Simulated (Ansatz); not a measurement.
Geometry optimisation of C$_{6}$H$_{16}$O$_{4}$Ti, SMILES `CC(C)[O][Ti]([OH])([OH])[O]C(C)C`.

```yaml
crystal:
  periodic: [false, false, false]
  atoms:
    - {symbol: C, position_ang: [-0.485064, 1.406253, -2.763736]}
    - {symbol: C, position_ang: [0.070278, 1.977555, -1.458766]}
    - {symbol: C, position_ang: [1.580878, 1.778787, -1.315244]}
    - {symbol: O, position_ang: [-0.607472, 1.383607, -0.367311]}
    - {symbol: Ti, position_ang: [-0.528875, 1.064498, 1.403346]}
    - {symbol: O, position_ang: [0.730109, 2.124518, 2.168541]}
    - {symbol: O, position_ang: [-2.137515, 1.417423, 2.169930]}
    - {symbol: O, position_ang: [-0.071771, -0.659479, 1.583740]}
    - {symbol: C, position_ang: [0.228129, -1.875607, 0.924497]}
    - {symbol: C, position_ang: [-0.845641, -2.183753, -0.120177]}
    - {symbol: C, position_ang: [0.377637, -2.981383, 1.969142]}
    - {symbol: H, position_ang: [-0.030995, 1.908780, -3.641740]}
    - {symbol: H, position_ang: [-0.269945, 0.319763, -2.834510]}
    - {symbol: H, position_ang: [-1.583052, 1.545201, -2.810139]}
    - {symbol: H, position_ang: [-0.144458, 3.073628, -1.434509]}
    - {symbol: H, position_ang: [1.832135, 0.697840, -1.360394]}
    - {symbol: H, position_ang: [2.135728, 2.298475, -2.122509]}
    - {symbol: H, position_ang: [1.921574, 2.178779, -0.339152]}
    - {symbol: H, position_ang: [1.617050, 1.838603, 2.447860]}
    - {symbol: H, position_ang: [-2.969199, 0.963787, 1.949042]}
    - {symbol: H, position_ang: [1.206422, -1.748979, 0.398037]}
    - {symbol: H, position_ang: [-0.944887, -1.337150, -0.828099]}
    - {symbol: H, position_ang: [-1.826796, -2.341046, 0.374535]}
    - {symbol: H, position_ang: [-0.594408, -3.099015, -0.693533]}
    - {symbol: H, position_ang: [-0.581222, -3.131684, 2.506360]}
    - {symbol: H, position_ang: [0.668975, -3.939975, 1.493935]}
    - {symbol: H, position_ang: [1.150687, -2.709824, 2.714655]}
basis:
  gaussian: {orbitals: def2-TZVP}
hamiltonian: {xc: pbe0, dispersion: d4}
relax: {f_tol: 0.005, max_steps: 150}
```

```sh
$ ansatz run in.yaml --threads 10 --pin off --events-out ev --progress --plain --max-ram 110592MiB --backend cuda --devices 0, --max-vram 75GiB
```

Shortened log:

```
Functional definition: PBE0
mean field -37776.43132593 eV, -1388.2582454429 hartree, gradient 1.5e-5 eV, S^2 0.000000; 0 other end points of the search recorded, 0 dependent functions left out
relax step   1: F+E_penalty+E_count = -37777.02713603 eV  Δ(F+E_penalty+E_count) = +0.000e0 eV  max|allowed force component| = 6.702e-1 eV/Å  Δτ_max = 0.0000 Å  (38 SCF iters, accepted)
mean field -37776.52095690 eV, -1388.2615393204 hartree, gradient 1.3e-5 eV, S^2 0.000000; 0 other end points of the search recorded, 0 dependent functions left out
relax step   2: F+E_penalty+E_count = -37777.11945539 eV  Δ(F+E_penalty+E_count) = -9.232e-2 eV  max|allowed force component| = 1.967e-1 eV/Å  Δτ_max = 0.0526 Å  (37 SCF iters, accepted)
mean field -37776.53208657 eV, -1388.2619483285 hartree, gradient 1.1e-5 eV, S^2 0.000000; 0 other end points of the search recorded, 0 dependent functions left out
relax step   3: F+E_penalty+E_count = -37777.13113316 eV  Δ(F+E_penalty+E_count) = -1.168e-2 eV  max|allowed force component| = 6.617e-2 eV/Å  Δτ_max = 0.0431 Å  (37 SCF iters, accepted)
mean field -37776.53563711 eV, -1388.2620788083 hartree, gradient 2.1e-5 eV, S^2 0.000000; 0 other end points of the search recorded, 0 dependent functions left out
relax step   4: F+E_penalty+E_count = -37777.13314597 eV  Δ(F+E_penalty+E_count) = -2.013e-3 eV  max|allowed force component| = 1.984e-1 eV/Å  Δτ_max = 0.1089 Å  (37 SCF iters, accepted)
mean field -37776.54616318 eV, -1388.2624656342 hartree, gradient 1.1e-5 eV, S^2 0.000000; 0 other end points of the search recorded, 0 dependent functions left out
relax step   5: F+E_penalty+E_count = -37777.13546471 eV  Δ(F+E_penalty+E_count) = -2.319e-3 eV  max|allowed force component| = 1.426e-1 eV/Å  Δτ_max = 0.1363 Å  (37 SCF iters, accepted)
mean field -37776.54551041 eV, -1388.2624416455 hartree, gradient 1.5e-5 eV, S^2 0.000000; 0 other end points of the search recorded, 0 dependent functions left out
relax step   6: F+E_penalty+E_count = -37777.13808928 eV  Δ(F+E_penalty+E_count) = -2.625e-3 eV  max|allowed force component| = 8.182e-2 eV/Å  Δτ_max = 0.0622 Å  (36 SCF iters, accepted)
mean field -37776.54525019 eV, -1388.2624320823 hartree, gradient 1.2e-5 eV, S^2 0.000000; 0 other end points of the search recorded, 0 dependent functions left out
relax step   7: F+E_penalty+E_count = -37777.13844220 eV  Δ(F+E_penalty+E_count) = -3.529e-4 eV  max|allowed force component| = 1.877e-2 eV/Å  Δτ_max = 0.0096 Å  (39 SCF iters, accepted)
mean field -37776.54575684 eV, -1388.2624507014 hartree, gradient 1.2e-5 eV, S^2 0.000000; 0 other end points of the search recorded, 0 dependent functions left out
relax step   8: F+E_penalty+E_count = -37777.13869259 eV  Δ(F+E_penalty+E_count) = -2.504e-4 eV  max|allowed force component| = 1.986e-2 eV/Å  Δτ_max = 0.0151 Å  (37 SCF iters, accepted)
mean field -37776.54690753 eV, -1388.2624929885 hartree, gradient 1.1e-5 eV, S^2 0.000000; 0 other end points of the search recorded, 0 dependent functions left out
relax step   9: F+E_penalty+E_count = -37777.13926697 eV  Δ(F+E_penalty+E_count) = -5.744e-4 eV  max|allowed force component| = 4.775e-2 eV/Å  Δτ_max = 0.0546 Å  (37 SCF iters, accepted)
mean field -37776.54731560 eV, -1388.2625079849 hartree, gradient 1.1e-5 eV, S^2 0.000000; 0 other end points of the search recorded, 0 dependent functions left out
relax step  10: F+E_penalty+E_count = -37777.13965429 eV  Δ(F+E_penalty+E_count) = -3.873e-4 eV  max|allowed force component| = 9.443e-2 eV/Å  Δτ_max = 0.0395 Å  (37 SCF iters, accepted)
mean field -37776.54766379 eV, -1388.2625207805 hartree, gradient 1.2e-5 eV, S^2 0.000000; 0 other end points of the search recorded, 0 dependent functions left out
relax step  11: F+E_penalty+E_count = -37777.14020689 eV  Δ(F+E_penalty+E_count) = -5.526e-4 eV  max|allowed force component| = 1.280e-1 eV/Å  Δτ_max = 0.0472 Å  (37 SCF iters, accepted)
mean field -37776.54782581 eV, -1388.2625267346 hartree, gradient 1.2e-5 eV, S^2 0.000000; 0 other end points of the search recorded, 0 dependent functions left out
relax step  12: F+E_penalty+E_count = -37777.14079060 eV  Δ(F+E_penalty+E_count) = -5.837e-4 eV  max|allowed force component| = 1.191e-1 eV/Å  Δτ_max = 0.0462 Å  (37 SCF iters, accepted)
mean field -37776.54816740 eV, -1388.2625392881 hartree, gradient 1.1e-5 eV, S^2 0.000000; 0 other end points of the search recorded, 0 dependent functions left out
relax step  13: F+E_penalty+E_count = -37777.14140535 eV  Δ(F+E_penalty+E_count) = -6.147e-4 eV  max|allowed force component| = 1.249e-1 eV/Å  Δτ_max = 0.0661 Å  (36 SCF iters, accepted)
mean field -37776.54865851 eV, -1388.2625573360 hartree, gradient 1.2e-5 eV, S^2 0.000000; 0 other end points of the search recorded, 0 dependent functions left out
relax step  14: F+E_penalty+E_count = -37777.14194553 eV  Δ(F+E_penalty+E_count) = -5.402e-4 eV  max|allowed force component| = 1.512e-1 eV/Å  Δτ_max = 0.0441 Å  (36 SCF iters, accepted)
mean field -37776.54950717 eV, -1388.2625885234 hartree, gradient 1.0e-5 eV, S^2 0.000000; 0 other end points of the search recorded, 0 dependent functions left out
relax step  15: F+E_penalty+E_count = -37777.14265908 eV  Δ(F+E_penalty+E_count) = -7.135e-4 eV  max|allowed force component| = 1.597e-1 eV/Å  Δτ_max = 0.0376 Å  (37 SCF iters, accepted)
mean field -37776.55097816 eV, -1388.2626425813 hartree, gradient 1.1e-5 eV, S^2 0.000000; 0 other end points of the search recorded, 0 dependent functions left out
relax step  16: F+E_penalty+E_count = -37777.14367640 eV  Δ(F+E_penalty+E_count) = -1.017e-3 eV  max|allowed force component| = 1.850e-1 eV/Å  Δτ_max = 0.0704 Å  (36 SCF iters, accepted)
mean field -37776.55175516 eV, -1388.2626711357 hartree, gradient 1.0e-5 eV, S^2 0.000000; 0 other end points of the search recorded, 0 dependent functions left out
relax step  17: F+E_penalty+E_count = -37777.14428352 eV  Δ(F+E_penalty+E_count) = -6.071e-4 eV  max|allowed force component| = 1.921e-1 eV/Å  Δτ_max = 0.0519 Å  (36 SCF iters, accepted)
[...]
relax step  69: F+E_penalty+E_count = -37777.17149060 eV  Δ(F+E_penalty+E_count) = -4.195e-5 eV  max|allowed force component| = 1.713e-2 eV/Å  Δτ_max = 0.0550 Å  (36 SCF iters, accepted)
mean field -37776.56098001 eV, -1388.2630101426 hartree, gradient 1.2e-5 eV, S^2 0.000000; 0 other end points of the search recorded, 0 dependent functions left out
relax step  70: F+E_penalty+E_count = -37777.17152457 eV  Δ(F+E_penalty+E_count) = -3.398e-5 eV  max|allowed force component| = 1.232e-2 eV/Å  Δτ_max = 0.0087 Å  (38 SCF iters, accepted)
mean field -37776.56118394 eV, -1388.2630176368 hartree, gradient 1.2e-5 eV, S^2 0.000000; 0 other end points of the search recorded, 0 dependent functions left out
relax step  71: F+E_penalty+E_count = -37777.17155486 eV  Δ(F+E_penalty+E_count) = -3.028e-5 eV  max|allowed force component| = 5.578e-3 eV/Å  Δτ_max = 0.0045 Å  (38 SCF iters, accepted)
mean field -37776.56207163 eV, -1388.2630502588 hartree, gradient 1.2e-5 eV, S^2 0.000000; 0 other end points of the search recorded, 0 dependent functions left out
relax step  72: F+E_penalty+E_count = -37777.17162494 eV  Δ(F+E_penalty+E_count) = -7.008e-5 eV  max|allowed force component| = 1.706e-2 eV/Å  Δτ_max = 0.0269 Å  (37 SCF iters, accepted)
mean field -37776.56262645 eV, -1388.2630706481 hartree, gradient 1.1e-5 eV, S^2 0.000000; 0 other end points of the search recorded, 0 dependent functions left out
relax step  73: F+E_penalty+E_count = -37777.17165596 eV  Δ(F+E_penalty+E_count) = -3.102e-5 eV  max|allowed force component| = 1.186e-2 eV/Å  Δτ_max = 0.0254 Å  (37 SCF iters, accepted)
mean field -37776.56300616 eV, -1388.2630846024 hartree, gradient 1.1e-5 eV, S^2 0.000000; 0 other end points of the search recorded, 0 dependent functions left out
relax step  74: F+E_penalty+E_count = -37777.17168892 eV  Δ(F+E_penalty+E_count) = -3.297e-5 eV  max|allowed force component| = 7.592e-3 eV/Å  Δτ_max = 0.0239 Å  (37 SCF iters, accepted)
mean field -37776.56302408 eV, -1388.2630852607 hartree, gradient 1.1e-5 eV, S^2 0.000000; 0 other end points of the search recorded, 0 dependent functions left out
relax step  75: F+E_penalty+E_count = -37777.17171712 eV  Δ(F+E_penalty+E_count) = -2.820e-5 eV  max|allowed force component| = 1.094e-2 eV/Å  Δτ_max = 0.0184 Å  (37 SCF iters, accepted)
mean field -37776.56285113 eV, -1388.2630789051 hartree, gradient 1.1e-5 eV, S^2 0.000000; 0 other end points of the search recorded, 0 dependent functions left out
relax step  76: F+E_penalty+E_count = -37777.17174413 eV  Δ(F+E_penalty+E_count) = -2.701e-5 eV  max|allowed force component| = 1.288e-2 eV/Å  Δτ_max = 0.0222 Å  (37 SCF iters, accepted)
mean field -37776.56270475 eV, -1388.2630735258 hartree, gradient 1.1e-5 eV, S^2 0.000000; 0 other end points of the search recorded, 0 dependent functions left out
relax step  77: F+E_penalty+E_count = -37777.17175682 eV  Δ(F+E_penalty+E_count) = -1.269e-5 eV  max|allowed force component| = 7.120e-3 eV/Å  Δτ_max = 0.0087 Å  (38 SCF iters, accepted)
mean field -37776.56260939 eV, -1388.2630700214 hartree, gradient 1.1e-5 eV, S^2 0.000000; 0 other end points of the search recorded, 0 dependent functions left out
relax step  78: F+E_penalty+E_count = -37777.17176180 eV  Δ(F+E_penalty+E_count) = -4.988e-6 eV  max|allowed force component| = 2.031e-3 eV/Å  Δτ_max = 0.0044 Å  (39 SCF iters, accepted)
mean field -37776.56260939 eV, -1388.2630700214 hartree, gradient 1.1e-5 eV, S^2 0.000000; 1 other end points of the search recorded, 0 dependent functions left out
Total energy: -37777.17181494 eV, -1388.2854579124 hartree
Atom 0 at    -0.125183     1.044591    -2.426747 Å, force     0.000435    -0.000127     0.000827 eV/Å
Atom 1 at    -0.024942     2.207561    -1.458811 Å, force     0.000347     0.001072    -0.001782 eV/Å
Atom 2 at     1.356211     2.833413    -1.447012 Å, force    -0.000469    -0.000821     0.000209 eV/Å
Atom 3 at    -0.368627     1.786816    -0.164847 Å, force     0.000005    -0.000705     0.002031 eV/Å
Atom 4 at    -0.062371     0.769703     1.262076 Å, force    -0.000446     0.000116    -0.000502 eV/Å
Atom 5 at     1.254264     1.506996     2.272917 Å, force     0.001100    -0.001007     0.000043 eV/Å
Atom 6 at    -1.594585     0.620486     2.222276 Å, force    -0.000072     0.000265    -0.000112 eV/Å
Atom 7 at     0.464206    -0.850145     0.747825 Å, force    -0.000149     0.000423    -0.000479 eV/Å
Atom 8 at     0.140114    -2.216797     0.662317 Å, force    -0.000655    -0.000745    -0.000344 eV/Å
Atom 9 at    -1.070251    -2.403359    -0.232038 Å, force     0.000518    -0.000066    -0.000233 eV/Å
Atom 10 at    -0.078579    -2.782339     2.052032 Å, force     0.000534     0.000774     0.000265 eV/Å
Atom 11 at     0.094605     1.371096    -3.445987 Å, force     0.000037     0.000051    -0.000134 eV/Å
Atom 12 at     0.587974     0.263208    -2.150928 Å, force    -0.000365     0.000350    -0.000205 eV/Å
Atom 13 at    -1.129591     0.616982    -2.409719 Å, force     0.000588     0.000296     0.000000 eV/Å
Atom 14 at    -0.757952     2.973800    -1.746480 Å, force     0.000419    -0.000514     0.000196 eV/Å
Atom 15 at     2.108539     2.084477    -1.184222 Å, force    -0.000396     0.000564    -0.000120 eV/Å
Atom 16 at     1.603598     3.240195    -2.430477 Å, force     0.000131     0.000208    -0.000170 eV/Å
Atom 17 at     1.404560     3.639308    -0.713071 Å, force    -0.000213    -0.000340    -0.000308 eV/Å
Atom 18 at     2.081503     1.107145     2.541504 Å, force    -0.000687     0.000744     0.000131 eV/Å
Atom 19 at    -2.454229     0.989634     2.017854 Å, force    -0.000103    -0.000256     0.000163 eV/Å
Atom 20 at     1.003030    -2.717058     0.202153 Å, force    -0.000232    -0.000013     0.000101 eV/Å
Atom 21 at    -0.891215    -1.969052    -1.217197 Å, force    -0.000333    -0.000138     0.000308 eV/Å
Atom 22 at    -1.941774    -1.914201     0.211709 Å, force     0.000232    -0.000117    -0.000098 eV/Å
Atom 23 at    -1.297124    -3.464703    -0.357451 Å, force    -0.000134     0.000128     0.000032 eV/Å
Atom 24 at    -0.923143    -2.280934     2.531898 Å, force     0.000251    -0.000164     0.000066 eV/Å
Atom 25 at    -0.289598    -3.853307     2.003885 Å, force     0.000117     0.000306     0.000054 eV/Å
Atom 26 at     0.808863    -2.633912     2.670342 Å, force    -0.000458    -0.000283     0.000062 eV/Å
Dipole moment:    -0.010366    -0.271670    -0.409798 e Å
```

Hardware: 10 threads of an AMD EPYC 7R13 on a shared host and a whole NVIDIA H100 80 GB. Wall time 110 s, peak host memory 1.2 GiB.
